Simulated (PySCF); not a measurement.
Species: C6H3ClFNS.
Bonds: F1–C2, C2–C3 (aromatic), C3–Cl4, C3–S5 (aromatic), S5–C6 (aromatic), C6–C7 (aromatic), C7–C8 (aromatic), C8–N9 (aromatic), N9–C10 (aromatic), C2–C10 (aromatic), C6–C10 (aromatic). Hydrogens: H11 on C7; H12 on C8; H13 on N9.

The same species was optimised twice, with GFN2-xTB and with PBE0-D3(BJ)/def2-SVP (PySCF), and the same property calculations (PySCF, gas phase) were run on both structures.

| coordinate | GFN2-xTB | PBE0-D3(BJ)/def2-SVP | change |
| --- | --- | --- | --- |
| F1–C2 (Å) | 1.344 | 1.324 | -0.020 |
| C6–C7 (Å) | 1.407 | 1.420 | +0.013 |
| C7–C8 (Å) | 1.372 | 1.381 | +0.009 |
| C8–N9 (Å) | 1.365 | 1.373 | +0.008 |
| C2–C10 (Å) | 1.411 | 1.420 | +0.009 |
| N9–C10 (Å) | 1.359 | 1.364 | +0.005 |
| C2–C3 (Å) | 1.365 | 1.370 | +0.005 |
| C3–Cl4 (Å) | 1.709 | 1.706 | -0.003 |
| C6–C10 (Å) | 1.396 | 1.394 | -0.002 |
| C3–S5 (Å) | 1.752 | 1.750 | -0.002 |
| S5–C6 (Å) | 1.732 | 1.733 | +0.001 |
| C3–C2–C10 (°) | 112.1 | 111.4 | -0.7 |
| C2–C3–Cl4 (°) | 126.5 | 125.9 | -0.6 |
| C7–C8–N9 (°) | 110.3 | 109.8 | -0.5 |
| C2–C10–N9 (°) | 138.9 | 138.5 | -0.4 |
| F1–C2–C10 (°) | 123.7 | 124.1 | +0.4 |
| Cl4–C3–S5 (°) | 120.6 | 121.0 | +0.4 |
| C2–C10–C6 (°) | 113.1 | 113.5 | +0.4 |
| C8–N9–C10 (°) | 108.2 | 108.6 | +0.4 |

Rotational constants: A = 2049, B = 767.6, C = 558.4 MHz (GFN2-xTB) against A = 2055, B = 764.2, C = 557.0 MHz (PBE0-D3(BJ)/def2-SVP). Point groups within 0.08 Å: Cs and Cs.

On the GFN2-xTB structure: lowest singlet, TDDFT (eV) 4.80 [PBE0/def2-SVPD]; isotropic polarisability (au) 109.1 [PBE0/def2-SVPD]; HOMO (eV) -6.12 [PBE0/def2-SVPD]; LUMO (eV) -0.64 [PBE0/def2-SVPD]; dipole (D) 3.45 [PBE0/def2-SVPD].

What do these properties become on the PBE0-D3(BJ)/def2-SVP structure?

```
                                    property           level  on GFN2-xTB  on PBE0-D3(BJ)/def2-SVP  change
                  lowest singlet, TDDFT (eV)  PBE0/def2-SVPD         4.80                     4.84   +0.04
               isotropic polarisability (au)  PBE0/def2-SVPD        109.1                    109.7    +0.6
                                   HOMO (eV)  PBE0/def2-SVPD        -6.12                    -6.11   +0.01
                                   LUMO (eV)  PBE0/def2-SVPD        -0.64                    -0.64    0.00
                                  dipole (D)  PBE0/def2-SVPD         3.45                     3.41   -0.04
energy, GFN2-xTB geometry as zero (kcal/mol)  PBE0/def2-SVPD          0.0                     -0.6    -0.6
```

The heavy atoms differ by 0.009 Å rms after alignment. Among bonds between heavy atoms F1–C2 changes most (-0.020 Å). Changes are differences of the printed values. Neither structure is proved a minimum here.
